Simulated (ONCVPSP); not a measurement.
## Cutoff test, Al, ONCV

* Element: Al (Z = 13)
* Generator: ONCVPSP 4.0.1
* Type: optimised norm-conserving Vanderbilt (ONCV)
* Functional: LDA (Perdew-Wang 92)
* Relativity: scalar-relativistic
* Frozen core: [Ne]
* Valence charge: 3
* Reference configuration: 3s2 3p1
* Partial waves: 3s: rc 2.20 bohr, ncon 4, nbas 7, qcut 3.4 1/bohr, 1 projector; 3p: rc 2.65 bohr, ncon 3, nbas 8, qcut 2.8 1/bohr, 3 projectors, debl 1.9 Ha; d scattering state at 0.32 Ha: rc 2.15 bohr, ncon 4, nbas 8, qcut 4.5 1/bohr, 1 projector
* Local potential: polynomial inside 1.50 bohr (lpopt 5, dvloc0 0 Ha)
* Core correction: polynomial model core, fcfact 0.15

**Question.** For each optimised wave give the share of its norm inside rc, the residual kinetic energy above qcut (Ha) and the cutoffs (Ha) for errors of 10, 1, 0.1 and 0.01 mHa per electron.

**Answer.**

```tsv
wave	norm inside rc	residual KE	10 mHa	1 mHa	0.1 mHa	0.01 mHa
3s	0.424	5.0e-04	3.1	5.2	16.5	24.3
3p	0.346	4.3e-06	1.3	2.1	2.9	4.0
p projector 2	0.227	3.3e-03	3.8	5.4	19.1	43.3
p projector 3	0.215	5.6e-01	6.7	10.2	15.0	51.4
d projector 1	0.269	2.6e-04	5.3	8.4	16.6	47.1
```

The occupied waves need 5.2 Ha and 17 Ha for 1 and 0.1 mHa. Note: no bound ghost flagged; GHOST(+) flagged for s at 35.6 eV.
